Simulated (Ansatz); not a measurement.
Ansatz (an electronic-structure program) input (B3LYP/6-31G* with LANL2DZ past Ar): The .json file joins the Basis Set Exchange's 6-31G* for atoms up to Ar and LANL2DZ past it.

Ansatz 0.2 input:
```yaml
crystal:
  periodic: [false, false, false]
  atoms:
    - {symbol: K, position_ang: [-0.00000000, -0.00000000, -1.31645452]}
    - {symbol: Cl, position_ang: [0.00000000, 0.00000000, 1.47133153]}
basis:
  gaussian:
    orbitals: 6-31Gs+LANL2DZ.json
hamiltonian:
  xc: {name: B3LYP}
phonons: {temperatures: {t_min: 298.15, t_max: 298.15, t_step: 100}}
```

Output:

```
WARN ansatz: RAYON_NUM_THREADS=1 ignored (pool sized by the plan → 1); use --threads N
Functional definition: B3LYP
integrals: 0.01 GiB planned
375 factors; integrals over basis functions are off by at most 1.6e-4 eV
mean field: 0.09 GiB planned
mean field evaluation 1: about -13288.6372 eV, gradient 2.2e1 eV
mean field evaluation 2: about -13282.8047 eV, gradient 4.6e1 eV
mean field evaluation 4: about -13290.2496 eV, gradient 5.5e-1 eV
mean field evaluation 8: about -13290.2525 eV, gradient 4.3e-4 eV
mean field -13290.25246565 eV, -488.4077696559 hartree, gradient 5.5e-6 eV, S^2 0.000000; 0 other end points of the search recorded, 0 dependent functions left out
the calculation of the forces begins
reference -13290.25272942 eV, -488.4077793495 hartree; 13, 13 occupied and 18, 18 virtual orbitals, 375 factors
these checks for a lower state are left out or cut short: stability, starts, cluster_reference, orbital_swaps, neighbouring_geometries, increment
integrals: 0.01 GiB planned
375 factors; integrals over basis functions are off by at most 1.6e-4 eV
mean field: 0.09 GiB planned
mean field evaluation 16: about -13290.2525 eV, gradient 1.5e-6 eV
mean field -13290.25246565 eV, -488.4077696559 hartree, gradient 8.9e-7 eV, S^2 0.000000; 0 other end points of the search recorded, 0 dependent functions left out
the calculation of the forces begins
reference -13290.25272942 eV, -488.4077793495 hartree; 13, 13 occupied and 18, 18 virtual orbitals, 375 factors
these checks for a lower state are left out or cut short: stability, starts, cluster_reference, orbital_swaps, neighbouring_geometries, increment
integrals: 0.01 GiB planned
375 factors; integrals over basis functions are off by at most 1.6e-4 eV
mean field: 0.09 GiB planned
mean field -13290.25246565 eV, -488.4077696559 hartree, gradient 8.9e-7 eV, S^2 0.000000; 0 other end points of the search recorded, 0 dependent functions left out
the calculation of the forces begins
reference -13290.25272942 eV, -488.4077793495 hartree; 13, 13 occupied and 18, 18 virtual orbitals, 375 factors
these checks for a lower state are left out or cut short: stability, starts, cluster_reference, orbital_swaps, neighbouring_geometries, increment
integrals: 0.01 GiB planned
375 factors; integrals over basis functions are off by at most 1.6e-4 eV
mean field: 0.09 GiB planned
mean field -13290.25246565 eV, -488.4077696559 hartree, gradient 8.9e-7 eV, S^2 0.000000; 0 other end points of the search recorded, 0 dependent functions left out
the calculation of the forces begins
reference -13290.25272942 eV, -488.4077793495 hartree; 13, 13 occupied and 18, 18 virtual orbitals, 375 factors
these checks for a lower state are left out or cut short: stability, starts, cluster_reference, orbital_swaps, neighbouring_geometries, increment
integrals: 0.01 GiB planned
375 factors; integrals over basis functions are off by at most 1.6e-4 eV
mean field: 0.09 GiB planned
mean field evaluation 32: about -13290.2525 eV, gradient 8.6e-6 eV
mean field -13290.25246565 eV, -488.4077696559 hartree, gradient 8.9e-7 eV, S^2 0.000000; 0 other end points of the search recorded, 0 dependent functions left out
the calculation of the forces begins
reference -13290.25272942 eV, -488.4077793495 hartree; 13, 13 occupied and 18, 18 virtual orbitals, 375 factors
these checks for a lower state are left out or cut short: stability, starts, cluster_reference, orbital_swaps, neighbouring_geometries, increment
integrals: 0.01 GiB planned
375 factors; integrals over basis functions are off by at most 1.6e-4 eV
mean field: 0.09 GiB planned
mean field -13290.25245158 eV, -488.4077691390 hartree, gradient 1.0e-6 eV, S^2 0.000000; 0 other end points of the search recorded, 0 dependent functions left out
the calculation of the forces begins
reference -13290.25271530 eV, -488.4077788303 hartree; 13, 13 occupied and 18, 18 virtual orbitals, 375 factors
these checks for a lower state are left out or cut short: stability, starts, cluster_reference, orbital_swaps, neighbouring_geometries, increment
integrals: 0.01 GiB planned
375 factors; integrals over basis functions are off by at most 1.6e-4 eV
mean field: 0.09 GiB planned
mean field -13290.25245175 eV, -488.4077691452 hartree, gradient 1.1e-6 eV, S^2 0.000000; 0 other end points of the search recorded, 0 dependent functions left out
the calculation of the forces begins
reference -13290.25271559 eV, -488.4077788410 hartree; 13, 13 occupied and 18, 18 virtual orbitals, 375 factors
these checks for a lower state are left out or cut short: stability, starts, cluster_reference, orbital_swaps, neighbouring_geometries, increment
integrals: 0.01 GiB planned
375 factors; integrals over basis functions are off by at most 1.6e-4 eV
mean field: 0.09 GiB planned
mean field -13290.25246565 eV, -488.4077696559 hartree, gradient 8.9e-7 eV, S^2 0.000000; 0 other end points of the search recorded, 0 dependent functions left out
the calculation of the forces begins
reference -13290.25272942 eV, -488.4077793495 hartree; 13, 13 occupied and 18, 18 virtual orbitals, 375 factors
these checks for a lower state are left out or cut short: stability, starts, cluster_reference, orbital_swaps, neighbouring_geometries, increment
integrals: 0.01 GiB planned
375 factors; integrals over basis functions are off by at most 1.6e-4 eV
mean field: 0.09 GiB planned
mean field -13290.25246565 eV, -488.4077696559 hartree, gradient 8.9e-7 eV, S^2 0.000000; 0 other end points of the search recorded, 0 dependent functions left out
the calculation of the forces begins
reference -13290.25272942 eV, -488.4077793495 hartree; 13, 13 occupied and 18, 18 virtual orbitals, 375 factors
these checks for a lower state are left out or cut short: stability, starts, cluster_reference, orbital_swaps, neighbouring_geometries, increment
integrals: 0.01 GiB planned
375 factors; integrals over basis functions are off by at most 1.6e-4 eV
mean field: 0.09 GiB planned
mean field -13290.25246565 eV, -488.4077696559 hartree, gradient 8.9e-7 eV, S^2 0.000000; 0 other end points of the search recorded, 0 dependent functions left out
the calculation of the forces begins
reference -13290.25272942 eV, -488.4077793495 hartree; 13, 13 occupied and 18, 18 virtual orbitals, 375 factors
these checks for a lower state are left out or cut short: stability, starts, cluster_reference, orbital_swaps, neighbouring_geometries, increment
integrals: 0.01 GiB planned
375 factors; integrals over basis functions are off by at most 1.6e-4 eV
mean field: 0.09 GiB planned
mean field evaluation 64: about -13290.2525 eV, gradient 7.4e-3 eV
mean field -13290.25246565 eV, -488.4077696559 hartree, gradient 8.9e-7 eV, S^2 0.000000; 0 other end points of the search recorded, 0 dependent functions left out
the calculation of the forces begins
reference -13290.25272942 eV, -488.4077793495 hartree; 13, 13 occupied and 18, 18 virtual orbitals, 375 factors
these checks for a lower state are left out or cut short: stability, starts, cluster_reference, orbital_swaps, neighbouring_geometries, increment
integrals: 0.01 GiB planned
375 factors; integrals over basis functions are off by at most 1.6e-4 eV
mean field: 0.09 GiB planned
mean field -13290.25245175 eV, -488.4077691452 hartree, gradient 1.1e-6 eV, S^2 0.000000; 0 other end points of the search recorded, 0 dependent functions left out
the calculation of the forces begins
reference -13290.25271559 eV, -488.4077788410 hartree; 13, 13 occupied and 18, 18 virtual orbitals, 375 factors
these checks for a lower state are left out or cut short: stability, starts, cluster_reference, orbital_swaps, neighbouring_geometries, increment
integrals: 0.01 GiB planned
375 factors; integrals over basis functions are off by at most 1.6e-4 eV
mean field: 0.09 GiB planned
mean field -13290.25245158 eV, -488.4077691390 hartree, gradient 1.0e-6 eV, S^2 0.000000; 0 other end points of the search recorded, 0 dependent functions left out
the calculation of the forces begins
reference -13290.25271530 eV, -488.4077788303 hartree; 13, 13 occupied and 18, 18 virtual orbitals, 375 factors
Total energy: -13290.25272942 eV, -488.4077793495 hartree
Atom 0 at    -0.000000    -0.000000    -1.316455 Å, force    -0.000000    -0.000000    -0.000016 eV/Å
Atom 1 at     0.000000     0.000000     1.471332 Å, force     0.000000    -0.000000     0.000016 eV/Å
Dipole moment:    -0.000000     0.000000    -2.401354 e Å
Vibrations: 255.81 cm⁻¹, zero-point energy 0.015858 eV
```

The blocks after the first are displaced geometries, from whose forces the wavenumbers follow.
